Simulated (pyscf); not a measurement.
Single points on ωB97X-D3(BJ)/def2-SVP structures (PySCF, gas phase).

**Question.** How much does it cost (ΔH, 298 K, ωB97M-D3(BJ)/def2-TZVP) to split H₃Si–GeH₂–SiH(SiH₃)–Cl at its Ge–Si bond into H₃Si–GeH₂• + H₃Si–SiH•–Cl?

**Answer.** Ge–Si to H₃Si–GeH₂• + H₃Si–SiH•–Cl: 286.5 kJ/mol. The 7 functionals that were run give +266.1 (M06-2X) to +312.8 kJ/mol (ωB97X-D3(BJ)/def2-TZVP). Other isomers of H₃Si–GeH₂•, H₃Si–SiH•–Cl were not searched in full and may lie lower. Elements up to Kr have no core potential and no relativistic terms here.
